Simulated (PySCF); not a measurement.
C₅H₁₁NO₂Si.
SMILES with atom numbers: `[CH3:1][C@:2]1([O:3][CH:4]=[O:5])[CH2:6][CH2:7][NH:8][SiH2:9]1`

NICS is the negative of the GIAO shielding at a point without a nucleus: at the ring centre (0) and 1 Å above and below it (1); zz is the component along the ring normal. Level: GIAO PBE0/pcSseg-1 (PySCF, non-relativistic, gas phase) on the GFN2-xTB geometry, one conformer.

Ring bond lengths (Å), with Mayer bond orders in brackets: C2–C6 1.523 (1.01), C6–C7 1.527 (1.03), C7–N8 1.445 (0.98), N8–Si9 1.725 (0.98), Si9–C2 1.924 (0.80).

Task: What do the NICS probes read (ppm)?

Result: 
```
           ring                                                    type  NICS(0)  NICS(1), two faces  NICS(1)zz, two faces  rms pucker (Å)  centre to ring atoms, mean (Å)
C2–C6–C7–N8–Si9  5-membered ring with N and Si; formal bonds all single     -6.7         -3.0 / -3.8           -1.8 / -3.5            0.17                            1.36
```

Task: What do they say, and how far can they be read as aromaticity?

Result: 
- C2–C6–C7–N8–Si9: mean NICS(1)zz -2.6 ppm, near zero. C2, C6, C7, Si9 have four or more neighbours, so the value isn't read as a sign of a π ring current.

Task: At the first NICS(1) probe listed for ring C2–C6–C7–N8–Si9, 1 Å off the ring, how large is the induced field along the normal in 14.1 T applied along it?

Result: NICSzz × B0 = -1.8 ppm × 14.1 T = -25 μT, against the applied field.

Task: What are the shieldings of the ring atoms and their hydrogens in the same run (means over atoms taken as equivalent)?

Result: 
```csv
atoms,environment,σ isotropic (ppm),"principal values of the symmetric part, first atom (ppm)"
C2,sp3 carbon bound to oxygen,112.3,"78.0, 96.8, 162.1"
C6,ring CH2 carbon,145.3,"129.5, 145.4, 161.1"
C7,sp3 carbon bound to nitrogen,140.5,"122.2, 130.8, 168.5"
N8,silicon-bound nitrogen,235.9,"196.8, 222.4, 288.6"
Si9,SiH2 silicon,387.6,"365.1, 392.4, 405.4"
H on C6,methylene hydrogen,29.88,"26.3, 28.1, 35.2"
H on C6,methylene hydrogen,29.52,"25.1, 27.6, 35.9"
H on C7,methylene hydrogen,28.28,"23.1, 26.4, 35.3"
H on C7,methylene hydrogen,28.47,"24.3, 26.3, 34.9"
H on N8,N–H hydrogen,31.84,"22.4, 29.1, 44.1"
H on Si9,Si–H hydrogen,26.67,"21.8, 26.2, 32.0"
H on Si9,Si–H hydrogen,26.79,"23.5, 24.9, 31.9"
```

The run took 38 s on one thread, Arm Neoverse V2 (aarch64), shared host with 32 logical CPUs at a one-minute load of 38, and the process peaked at 1.0 GiB of memory. This is the whole shielding run at PBE0/pcSseg-1, SCF included.
